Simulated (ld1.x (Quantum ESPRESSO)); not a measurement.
# nitrogen (N), TM: configuration errors across variants

```
Element                 : nitrogen (N)
Generator               : ld1.x (Quantum ESPRESSO) 7.5
Type                    : norm-conserving Troullier–Martins (Kleinman–Bylander form)
Functional              : revPBE
Relativity              : scalar-relativistic
Frozen core             : [He]
Valence charge          : 5
Reference configuration : 2s2 2p2 (charge +1)
Partial waves           : 2s (bound): rc 1.10 bohr; 2p (bound): rc 1.50 bohr; 3d channel at -0.1 Ry: rc 1.55 bohr
Local potential         : all-electron potential smoothed inside 1.35 bohr (lloc = -2)
Core correction         : a·sin(br)/r model core inside 0.70 bohr
```

All-electron excitation energies from the reference (eV): (1) 2s2 2p3 -13.536; (2) 2s2 2p1 28.785; (3) 2s2 2p0 75.760; (4) 2s2 2p2.5 -8.469; (5) 2s1 2p3 11.881; (6) 2s2 2p3.3 -15.138; (7) 2s1 2p4 -1.942.

1 further variants failed, have other tests or too few solved ones, and are left out.

Errors AE − PS in meV (a dash: test not solved or not reliable):

| change | (1) | (2) | (3) | (4) | (5) | (6) | (7) | bound ghosts |
| --- | --- | --- | --- | --- | --- | --- | --- | --- |
| base | +1.6 | +32 | +297 | +1.5 | +16 | +0.1 | +45 | none |
| core correction a·sin(br)/r model core inside 0.90 bohr | +2.7 | +38 | +350 | +2.0 | +21 | +1.5 | +52 | none |
| local potential all-electron potential smoothed inside 0.80 bohr (lloc = -2) | +11 | +55 | +405 | +4.7 | +16 | +14 | +52 | none |
| wave 2p (bound): rc 1.50 bohr becomes 2p (bound): rc 1.92 bohr | +22 | +117 | +815 | +9.6 | +6.1 | +26 | +99 | none |
| all radii but the core radius scaled by about 1.35 (s 1.48, p 2.02, d 2.10 bohr); local potential all-electron potential smoothed inside 1.82 bohr (lloc = -2) | +32 | +173 | +1189 | +14 | +3.6 | +37 | +134 | none |
| wave 3d channel at -0.1 Ry: rc 1.55 bohr becomes 3d channel at -0.1 Ry: rc 1.50 bohr | +1.6 | +32 | +297 | +1.5 | +16 | +0.1 | +45 | none |
| wave 3d channel at -0.1 Ry: rc 1.55 bohr becomes 3d channel at -0.07 Ry: rc 1.55 bohr | +1.6 | +32 | +297 | +1.5 | +16 | +0.1 | +45 | none |

**Question.** Give the same row for: local potential the s channel.

**Answer.** +12, +55, +402, +4.8, +16, +15, +52; bound ghosts: none.
